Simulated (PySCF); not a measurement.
Cl4Sn, triplet, geometry from GFN2-xTB (such geometries of metal compounds can be far from the true shape) (a higher spin typed on purpose: for a closed-shell molecule this is an excited state) (core potentials on Sn); DF-PBE0/def2-SVP in PySCF.

PySCF was given this input:
```python
from pyscf import gto, scf, dft

mol = gto.Mole()
mol.atom = '''
    Cl   -1.976706   -0.926874   -1.304970
    Sn    0.000000   -0.000000   -0.000000
    Cl   -0.347823    2.485343    0.414119
    Cl    2.135869   -0.345971   -1.337077
    Cl    0.188659   -1.212499    2.227927
'''
mol.basis = 'def2-svp'
mol.ecp = {'Sn': 'def2-svp'}
mol.charge = 0
mol.spin = 2
mol.verbose = 4
mol.build()

mf = dft.UKS(mol)
mf.xc = 'pbe0'
mf = mf.density_fit(auxbasis='def2-universal-jkfit')
mf.kernel()
```

Output, abridged:

```
PySCF version 2.14.0

[INPUT] verbose = 4
[INPUT] num. atoms = 5
[INPUT] num. electrons = 90
[INPUT] charge = 0
[INPUT] spin (= nelec alpha-beta = 2S) = 2
[INPUT] symmetry False subgroup None
[INPUT] Mole.unit = angstrom
[INPUT] Symbol           X                Y                Z      unit          X                Y                Z       unit  Magmom
[...]
nuclear repulsion = 532.162945968812
number of shells = 42
number of NR pGTOs = 205
number of NR cGTOs = 98
basis = def2-svp
ecp = {'Sn': 'def2-svp'}

******** <class 'pyscf.df.df_jk.DFUKS'> ********
method = DFUKS
initial guess = minao
damping factor = 0
level_shift factor = 0
DIIS = <class 'pyscf.scf.diis.CDIIS'>
diis_start_cycle = 1
diis_space = 8
diis_damp = 0
SCF conv_tol = 1e-09
SCF conv_tol_grad = None
SCF max_cycles = 50
direct_scf = False
number electrons alpha = 46  beta = 44
XC library pyscf.dft.libxc version 7.1.2
    S. Lehtola, C. Steigemann, M. J. T. Oliveira, and M. A. L. Marques,  SoftwareX 7, 1–5 (2018)
XC functionals = pbe0
    C. Adamo and V. Barone,  J. Chem. Phys. 110, 6158 (1999)
    M. Ernzerhof and G. E. Scuseria,  J. Chem. Phys. 110, 5029 (1999)
radial grids:
    Treutler-Ahlrichs [JCP 102, 346 (1995); DOI:10.1063/1.469408] (M4) radial grids

becke partition: Becke, JCP 88, 2547 (1988); DOI:10.1063/1.454033
pruning grids: <function nwchem_prune>
grids dens level: 3
symmetrized grids: False
atomic radii adjust function: <function treutler_atomic_radii_adjust>
small_rho_cutoff = 0
Set gradient conv threshold to 3.16228e-05
tot grids = 97480
******** <class 'pyscf.df.df.DF'> ********
auxbasis = def2-universal-jkfit
init E= -2031.24673177855

cycle= 1 E= -2051.754263576  delta_E= -20.5  |g|= 2.05  |ddm|= 5.39

cycle= 2 E= -2048.82028245235  delta_E= 2.93  |g|= 3.19  |ddm|= 5.75

cycle= 3 E= -2053.92686891462  delta_E= -5.11  |g|= 0.204  |ddm|= 3.56

cycle= 4 E= -2053.93647215374  delta_E= -0.0096  |g|= 0.167  |ddm|= 0.527

cycle= 5 E= -2053.95053733437  delta_E= -0.0141  |g|= 0.0768  |ddm|= 0.301

cycle= 6 E= -2053.95470997837  delta_E= -0.00417  |g|= 0.0276  |ddm|= 0.187

cycle= 7 E= -2053.95524077483  delta_E= -0.000531  |g|= 0.0146  |ddm|= 0.0735

cycle= 8 E= -2053.95538827851  delta_E= -0.000148  |g|= 0.00982  |ddm|= 0.0466

cycle= 9 E= -2053.95547842077  delta_E= -9.01e-05  |g|= 0.00556  |ddm|= 0.0204

cycle= 10 E= -2053.95551796437  delta_E= -3.95e-05  |g|= 0.00485  |ddm|= 0.0189

cycle= 11 E= -2053.95554763428  delta_E= -2.97e-05  |g|= 0.00458  |ddm|= 0.0175

[...]

cycle= 22 E= -2053.95590117168  delta_E= -2.78e-05  |g|= 0.000984  |ddm|= 0.0367

cycle= 23 E= -2053.95592427378  delta_E= -2.31e-05  |g|= 0.000945  |ddm|= 0.0326

cycle= 24 E= -2053.95592350231  delta_E= 7.71e-07  |g|= 0.000653  |ddm|= 0.00398

cycle= 25 E= -2053.95591741007  delta_E= 6.09e-06  |g|= 0.000714  |ddm|= 0.00864

cycle= 26 E= -2053.95594906754  delta_E= -3.17e-05  |g|= 0.000783  |ddm|= 0.0465

cycle= 27 E= -2053.95598101355  delta_E= -3.19e-05  |g|= 0.00227  |ddm|= 0.0618

cycle= 28 E= -2053.95598963035  delta_E= -8.62e-06  |g|= 0.00324  |ddm|= 0.0273

cycle= 29 E= -2053.9559615216  delta_E= 2.81e-05  |g|= 0.00209  |ddm|= 0.0649

cycle= 30 E= -2053.95597324415  delta_E= -1.17e-05  |g|= 0.00217  |ddm|= 0.02

cycle= 31 E= -2053.95602655906  delta_E= -5.33e-05  |g|= 0.00381  |ddm|= 0.157

cycle= 32 E= -2053.95601008865  delta_E= 1.65e-05  |g|= 0.00115  |ddm|= 0.0932

cycle= 33 E= -2053.9560399952  delta_E= -2.99e-05  |g|= 0.00193  |ddm|= 0.0965

cycle= 34 E= -2053.95604173401  delta_E= -1.74e-06  |g|= 0.00253  |ddm|= 0.0239

cycle= 35 E= -2053.95604490366  delta_E= -3.17e-06  |g|= 0.00123  |ddm|= 0.0237

cycle= 36 E= -2053.95605265843  delta_E= -7.75e-06  |g|= 0.000737  |ddm|= 0.0399

cycle= 37 E= -2053.95605317292  delta_E= -5.14e-07  |g|= 0.000435  |ddm|= 0.00483

cycle= 38 E= -2053.95605522365  delta_E= -2.05e-06  |g|= 0.000418  |ddm|= 0.024

cycle= 39 E= -2053.9560550922  delta_E= 1.31e-07  |g|= 0.000349  |ddm|= 0.00856

cycle= 40 E= -2053.95605537287  delta_E= -2.81e-07  |g|= 0.000443  |ddm|= 0.00356

cycle= 41 E= -2053.9560564727  delta_E= -1.1e-06  |g|= 0.000241  |ddm|= 0.022

cycle= 42 E= -2053.95605671333  delta_E= -2.41e-07  |g|= 0.000127  |ddm|= 0.00495

cycle= 43 E= -2053.95605694515  delta_E= -2.32e-07  |g|= 9.81e-05  |ddm|= 0.00558

cycle= 44 E= -2053.956057147  delta_E= -2.02e-07  |g|= 6.07e-05  |ddm|= 0.0056

cycle= 45 E= -2053.95605724031  delta_E= -9.33e-08  |g|= 5.82e-05  |ddm|= 0.00292

cycle= 46 E= -2053.95605721494  delta_E= 2.54e-08  |g|= 3.18e-05  |ddm|= 0.00132

cycle= 47 E= -2053.95605730593  delta_E= -9.1e-08  |g|= 6.79e-05  |ddm|= 0.00346

cycle= 48 E= -2053.95605730107  delta_E= 4.85e-09  |g|= 4.14e-05  |ddm|= 0.00089

cycle= 49 E= -2053.95605737268  delta_E= -7.16e-08  |g|= 3.02e-05  |ddm|= 0.00395

cycle= 50 E= -2053.95605742352  delta_E= -5.08e-08  |g|= 2.92e-05  |ddm|= 0.00287
SCF not converged.
SCF energy = -2053.95605742352 after 50 cycles  <S^2> = 2.0078127  2S+1 = 3.005204
```

The run did not converge; its last values are not results.
